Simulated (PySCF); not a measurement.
Run times: xenon in x2c-QZVPPall-2c

Measured wall times of calculations with PySCF 2.14 in x2c-QZVPPall-2c (13s13p9d4f1g, 134 functions), with two-component X2C-1e, run from one Python driver. Hardware: 1 thread of Intel(R) Xeon(R) Platinum 8488C on a shared host, 3 GiB allowed. The two-electron integrals over 134 functions were computed once and kept in memory (11 CPU seconds with the set-up); the times below exclude them.

Launch command (the driver calls PySCF for each step listed in the task file):

```bash
OMP_NUM_THREADS=1 python sorun2.py TASK.json OUT
```

```json
{"species": "Xe³⁺ [Kr] 4d10 5s2 5p3", "step": "GHF, spin-free", "iterations": "7", "wall time (s)": "11"}
{"species": "Xe³⁺ [Kr] 4d10 5s2 5p3", "step": "GMP2 (23 electrons), spin-free", "iterations": "", "wall time (s)": "5.7"}
{"species": "Xe³⁺ [Kr] 4d10 5s2 5p3", "step": "GHF, screened spin-orbit", "iterations": "11", "wall time (s)": "85"}
{"species": "Xe³⁺ [Kr] 4d10 5s2 5p3", "step": "GMP2 (23 electrons), screened spin-orbit", "iterations": "", "wall time (s)": "2.7"}
{"species": "Xe⁴⁺ [Kr] 4d10 5s2 5p2", "step": "GHF, spin-free", "iterations": "7", "wall time (s)": "15"}
{"species": "Xe⁴⁺ [Kr] 4d10 5s2 5p2", "step": "GMP2 (22 electrons), spin-free", "iterations": "", "wall time (s)": "2.3"}
{"species": "Xe⁴⁺ [Kr] 4d10 5s2 5p2", "step": "GHF, screened spin-orbit", "iterations": "7", "wall time (s)": "28"}
{"species": "Xe⁴⁺ [Kr] 4d10 5s2 5p2", "step": "GMP2 (22 electrons), screened spin-orbit", "iterations": "", "wall time (s)": "3.2"}
```

Peak memory of the process: 0.73 GiB. Times on a shared host vary from run to run.
